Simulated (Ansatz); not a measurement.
Reaction (ligand exchange at a B–C bond): `BC#CBO` + `[SiH3]N[SiH3]` → `OBN([SiH3])[SiH3]` + `BC#C`

Computed with Ansatz on PBE0-D4/def2-TZVP structures; ΔE is electronic, products minus reactants. CCSD(T)/CBS is the MP2 limit (def2-TZVPP, def2-QZVPP) plus CCSD(T) − MP2 in def2-TZVPP, frozen cores. This one scheme is used for every species. DFT in def2-TZVPP. One conformer a species, not always the lowest.

```
            species  B2PLYP energy (Eh)
           `BC#CBO`          -203.43958
    `[SiH3]N[SiH3]`          -637.73404
`OBN([SiH3])[SiH3]`          -738.47223
             `BC#C`          -102.72021
```

Work out ΔE.

ΔE = (-738.47223) + (-102.72021) − (-203.43958) − (-637.73404) = -0.01882 Eh = -0.51 eV. CCSD(T)/CBS gives -0.61 eV.

Largest T1 diagnostic among the species: 0.016.

From PBE to PBE0 (25 % exact exchange), in def2-TZVPP and without D4, ΔE moves by −0.06 eV. The D4 term adds −0.09 eV with B3LYP and −0.05 eV with PBE0; it sums over pairs of atoms, weighted by their polarisabilities, and B3LYP, whose exchange is more repulsive, gets the larger term.

B3LYP here is the variant with VWN-RPA as its local correlation; programs differ in this.
